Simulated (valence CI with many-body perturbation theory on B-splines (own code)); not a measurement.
# E1 transitions of K6+

Computed by relativistic CI+MBPT: three valence electrons over a frozen Dirac-Fock core [Ne], radial functions for each j: 11 s, 11 p, 10 d, 8 f, 5 g, 2 h, with the one-electron correlation potential Σ1, the two-electron term Σ2, the three-electron term Σ3, Breit, model QED; selected CI, second order for the rest, scaled by the run's own slope (own B-spline code, finite nucleus).

Set against measurement, 69 paired levels are off by 138 cm⁻¹ on average, the worst by 367. These come from a selection out of Sansonetti, J. Phys. Chem. Ref. Data 37, 7 (2008). Levels without a partner in it may be off by more.

Lines 201 to 250 of 572 in falling wavelength, among levels below 762870 cm⁻¹, chosen from the strongest by gf and those to the six lowest levels. Wavelengths and rates use the calculated energies, so an error of 100 cm⁻¹ moves a line at 55.02 nm by 0.055 % and its rate by three times that or more. Electric multipoles are in the length gauge, E1 and E2 with the static RPA response of the core. Weak lines are less certain than strong ones. Lines between different terms over intervals too small for the method are left out, as are lines whose strength nearly cancels. Where a level lies close to another of its J and parity, the split of strength between their lines is uncertain. The highest levels of a list are the least certain.

Names give the largest LS component (configuration and term), which can be under half, so a name can repeat, a term be missing and a line seem to break the LS rules; names also repeat where a configuration has a term twice. Letters in brackets count levels of one name in rising energy.

| λ vac (nm) | λ from measured levels | Upper | Lower | A (s⁻¹) | log gf | Branch % |
| --- | --- | --- | --- | --- | --- | --- |
| 55.02 | 55.06 | 3s 3p 3d 2F°_5/2 [b] | 3s2 3d 2D_3/2 | 7.49e+09 | 0.31 | 30.3 |
| 54.98 |  | 3p2 4s 4P_5/2 | 3s 3p 4s 4P°_5/2 | 5.71e+09 | 0.19 | 24.2 |
| 54.75 |  | 3p2 4s 4P_3/2 | 3s 3p 4s 4P°_1/2 | 3.85e+09 | -0.16 | 18.2 |
| 54.48 | 54.52 | 3p3 2P°_3/2 | 3s 3p2 2D_5/2 | 4.00e+09 | -0.15 | 69.2 |
| 54.45 | 54.48 | 3p3 2P°_1/2 | 3s 3p2 2D_3/2 | 4.61e+09 | -0.39 | 78.7 |
| 54.43 | 54.47 | 3p3 2P°_3/2 | 3s 3p2 2D_3/2 | 4.47e+08 | -1.10 | 7.7 |
| 54.39 |  | 3p2 4s 4P_5/2 | 3s 3p 4s 4P°_3/2 | 2.48e+09 | -0.18 | 10.5 |
| 54.32 | 54.34 | 3p2 3d 4P_5/2 | 3s 3p 3d 4D°_7/2 | 5.37e+09 | 0.15 | 17.3 |
| 54.13 |  | 3s 3d2 2D_5/2 | 3s 3p 3d 2P°_3/2 [b] | 2.10e+09 | -0.26 | 6.5 |
| 54.10 | 54.13 | 3p2 3d 4D_7/2 | 3s 3p 3d 4F°_9/2 | 3.96e+09 | 0.14 | 53.3 |
| 54.09 | 54.11 | 3p2 3d 4P_3/2 | 3s 3p 3d 4D°_5/2 | 5.22e+09 | -0.04 | 16.5 |
| 54.06 | 54.07 | 3p2 3d 2F_7/2 [b] | 3s 3p 3d 2F°_7/2 [a] | 3.15e+09 | 0.04 | 9.8 |
| 54.00 | 54.02 | 3p2 3d 4P_3/2 | 3s 3p 3d 4D°_3/2 | 1.53e+09 | -0.57 | 4.8 |
| 53.95 |  | 3p 3d2 2F°_5/2 | 3p2 3d 2D_3/2 [a] | 1.07e+09 | -0.55 | 6.3 |
| 53.95 | 53.97 | 3p2 3d 4D_5/2 | 3s 3p 3d 4F°_7/2 | 3.64e+09 | -0.02 | 48.8 |
| 53.88 | 53.91 | 3p2 3d 4P_1/2 | 3s 3p 3d 4D°_3/2 | 5.06e+09 | -0.36 | 15.9 |
| 53.76 | 53.79 | 3p2 3d 4P_1/2 | 3s 3p 3d 4D°_1/2 | 4.07e+09 | -0.45 | 12.8 |
| 53.74 | 53.77 | 3p2 3d 4D_3/2 | 3s 3p 3d 4F°_5/2 | 3.53e+09 | -0.21 | 46.3 |
| 53.68 | 53.71 | 3p2 3d 4D_5/2 | 3s 3p 3d 4F°_5/2 | 1.09e+09 | -0.55 | 14.7 |
| 53.55 |  | 3s 3p 4d 2F°_5/2 [b] | 3p2 3d 2D_3/2 [b] | 1.20e+09 | -0.51 | 6.0 |
| 53.53 | 53.53 | 3p2 3d 2F_5/2 [b] | 3s 3p 3d 2F°_5/2 [a] | 3.06e+09 | -0.10 | 9.5 |
| 53.45 |  | 3p2 3d 4D_1/2 | 3s 3p 3d 4F°_3/2 | 3.40e+09 | -0.54 | 40.2 |
| 53.21 |  | 3p 3d2 2F°_7/2 | 3p2 3d 2D_5/2 [a] | 2.42e+09 | -0.09 | 20.2 |
| 53.14 | 53.17 | 3p2 3d 4P_5/2 | 3s 3p 3d 4P°_5/2 | 2.20e+09 | -0.25 | 7.1 |
| 52.86 |  | 3s 3p 4d 2F°_7/2 [b] | 3s2 4d 2D_5/2 | 5.23e+09 | 0.24 | 26.9 |
| 52.85 |  | 3s 3p 4d 2F°_5/2 [b] | 3s2 4d 2D_3/2 | 3.73e+09 | -0.03 | 18.7 |
| 52.79 |  | 3p 3d2 2D°_3/2 | 3p2 3d 2D_3/2 [a] | 1.95e+09 | -0.49 | 15.3 |
| 52.59 | 52.65 | 3s 3p2 2S_1/2 | 3s2 3p 2P°_3/2 | 2.67e+09 | -0.66 | 46.4 |
| 52.53 |  | 3s 3p 4d 2D°_5/2 [b] | 3s2 4d 2D_5/2 | 9.47e+09 | 0.37 | 37.6 |
| 52.52 |  | 3s 3p 4d 2D°_3/2 [b] | 3s2 4d 2D_3/2 | 6.89e+09 | 0.06 | 27.5 |
| 52.51 | 52.56 | 3p3 4S°_3/2 | 3s 3p2 4P_5/2 | 7.15e+09 | 0.07 | 49.1 |
| 52.51 |  | 3p 3d2 2D°_5/2 | 3p2 3d 2D_5/2 [a] | 1.64e+09 | -0.39 | 13.2 |
| 52.48 |  | 3s 3p 4p 2D_5/2 [b] | 3s2 4p 2P°_3/2 | 1.07e+10 | 0.42 | 48.6 |
| 52.35 |  | 3s 3p 4p 2D_3/2 [b] | 3s2 4p 2P°_1/2 | 9.47e+09 | 0.19 | 43.8 |
| 52.04 | 52.08 | 3p3 4S°_3/2 | 3s 3p2 4P_3/2 | 4.91e+09 | -0.10 | 33.7 |
| 51.73 | 51.79 | 3s 3p2 2S_1/2 | 3s2 3p 2P°_1/2 | 3.08e+09 | -0.61 | 53.6 |
| 51.73 | 51.78 | 3p3 4S°_3/2 | 3s 3p2 4P_1/2 | 2.50e+09 | -0.40 | 17.2 |
| 51.61 |  | 3s 3p 4p 2P_3/2 [b] | 3s2 4p 2P°_3/2 | 8.30e+09 | 0.12 | 43.0 |
| 51.53 |  | 3s 3p 4p 2P_1/2 [b] | 3s2 4p 2P°_1/2 | 6.44e+09 | -0.29 | 33.5 |
| 51.43 |  | 3s 3p 4s 2P°_1/2 [b] | 3s2 4s 2S_1/2 | 1.12e+10 | -0.05 | 29.5 |
| 51.37 |  | 3s 3p 4s 2P°_3/2 [b] | 3s2 4s 2S_1/2 | 1.11e+10 | 0.24 | 30.0 |
| 51.16 | 51.14 | 3s 3d2 2G_7/2 | 3s 3p 3d 2F°_5/2 [b] | 1.12e+10 | 0.55 | 92.9 |
| 51.00 | 51.03 | 3s 3p 3d 2P°_3/2 [b] | 3s2 3d 2D_5/2 | 1.14e+10 | 0.25 | 42.1 |
| 50.99 | 51.02 | 3s 3p 3d 2P°_1/2 [b] | 3s2 3d 2D_3/2 | 1.19e+10 | -0.03 | 42.7 |
| 50.98 | 50.96 | 3s 3d2 2G_9/2 | 3s 3p 3d 2F°_7/2 [b] | 1.17e+10 | 0.66 | 96.6 |
| 50.33 |  | 3s 3d2 2D_3/2 | 3s 3p 3d 2F°_5/2 [b] | 2.78e+09 | -0.37 | 9.3 |
| 50.29 | 50.34 | 3p2 3d 2D_5/2 [b] | 3s 3p 3d 2D°_5/2 [a] | 1.98e+09 | -0.35 | 22.7 |
| 50.12 |  | 3s 3d2 2D_3/2 | 3s 3p 3d 2P°_1/2 [a] | 2.02e+09 | -0.52 | 6.8 |
| 50.03 |  | 3s 3d2 2D_5/2 | 3s 3p 3d 2F°_7/2 [b] | 2.98e+09 | -0.17 | 9.2 |
| 49.87 | 49.92 | 3s 3p 3d 2D°_3/2 [b] | 3s2 3d 2D_3/2 | 7.95e+09 | 0.07 | 21.2 |

(1) How does gf follow from A for the line at 50.98 nm?

Results:

(1) gf = 1.4992 × (2J+1)_upper × A / σ², with σ = 196142 cm⁻¹ and 2J+1 = 10: gf = 4.56.
